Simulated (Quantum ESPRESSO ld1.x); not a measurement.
The numbers below are computed, except where a source is named.
All-electron atom: Mn18+ in [He] 2s2 2p3.

Code: ld1.x of Quantum ESPRESSO 7.5. Model: Dirac Kohn-Sham, LDA (Slater exchange, Perdew-Zunger correlation), spin-unpolarised, spherical densities, point nucleus; open shells are shared between the two j in proportion to 2j + 1.

Energy parts (hartree):
part                     energy
total                  -915.818
kinetic                 929.511
electron-nucleus      -1947.781
Hartree                 129.464
exchange-correlation    -27.012

Orbitals (lengths in bohr, moments of r in powers of bohr; <r^-3> diverges for s and p1/2):
1s1/2: occ. 2; eigenvalue (hartree) -267.770; <r^2> 0.004967; small-component weight 8.08e-03
2s1/2: occ. 2; eigenvalue (hartree) -53.8408; <r^2> 0.08131; small-component weight 1.67e-03
2p1/2: occ. 1; eigenvalue (hartree) -50.9520; <r^2> 0.06230; small-component weight 1.64e-03
2p3/2: occ. 2; eigenvalue (hartree) -50.4987; <r^-3> 477.1; <r^2> 0.06356; small-component weight 1.62e-03
3s1/2: occ. 0; eigenvalue (hartree) -21.5084; <r^2> 0.4577; small-component weight 6.37e-04
3p1/2: occ. 0; eigenvalue (hartree) -20.5982; <r^2> 0.4272; small-component weight 6.21e-04
3p3/2: occ. 0; eigenvalue (hartree) -20.4826; <r^-3> 121.8; <r^2> 0.4322; small-component weight 6.17e-04

The highest occupied level is 2p3/2 at -1374.1 eV. Summed over all electrons, <r^2> = 0.3620 bohr^2, which gives a Langevin (diamagnetic) susceptibility term of -0.287 x 10^-6 cm^3/mol. The density falls to 0.001 e/bohr^3 at r = 0.85 bohr. For comparison, the ionisation energy in NIST's Atomic Spectra Database is 1431 eV (semi-empirical). In exact Kohn-Sham theory the highest level is minus the ionisation energy, but local and semilocal functionals leave it too shallow, through self-interaction and a potential that decays too fast; potentials with the right tail come closer.

Beside tabulated values, note that spin-unpolarised runs miss the spin-polarisation part of the exchange energy of open shells.
